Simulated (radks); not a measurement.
Spherical quantum dot in the effective-mass picture: electrons in a parabolic well V = omega^2 r^2 / 2 with omega = 2.44, with a point charge +2 (a donor) at the centre, all in effective atomic units (hartree* = m*/eps^2 hartree, bohr* = eps/m* bohr), one dielectric constant everywhere. Method: non-relativistic Kohn-Sham, LDA (Slater exchange, Perdew-Wang correlation), spin-polarised, spherical densities; computed with a radial shooting solver with Libxc functionals. Levels are named by radial order and angular momentum (1s, 1p, 1d, 2s, ...), and open shells are averaged over m. Results are scaled to m* = 0.361 and eps = 6.5, for which hartree* = 232.5 meV and bohr* = 0.9528 nm.

N = 32, configuration 1s2 1p6 1d10 2s2 1f(up 7, down 2) 2p(up 3, down 0). This is the lowest configuration that the search found. Occupied and some empty levels:

level    occupation  eigenvalue (meV)  <r> (nm)
1s up             1            5433.8    0.7158
1s down           1            5462.6    0.7168
1p up             3            5898.4     1.182
1p down           3            5925.7     1.182
2s up             1            6095.4     1.227
2s down           1            6123.0     1.221
1d up             5            6240.5     1.405
1d down           5            6267.9     1.403
1f up             7            6590.8     1.564
2p up             3            6609.9     1.375
1f down           2            6619.4     1.563
2p down           0            6641.4     1.380
3s up             0            6899.1     1.439
3s down           0            6923.6     1.445
1g up             0            6960.0     1.693
1g down           0            6989.2     1.693
2d up             0            7039.2     1.533
2d down           0            7066.3     1.541

Energy (meV): total 127236, kinetic 21439, external 36640, Hartree 74904, exchange-correlation -5745.9.

Electron density:

r (nm)  n(r) (e/nm^3)
0.129           5.793
0.272           3.500
0.416           2.385
0.559           1.844
0.702           1.579
0.846           1.456
0.989           1.402
1.13            1.359
1.28            1.275
1.42            1.117
1.56           0.8924
1.71           0.6362
1.85           0.4017
1.99           0.2216
2.14           0.1071
2.28          0.04483
2.42          0.01645
2.57         0.005210
2.71         0.001452
2.85        0.0003513
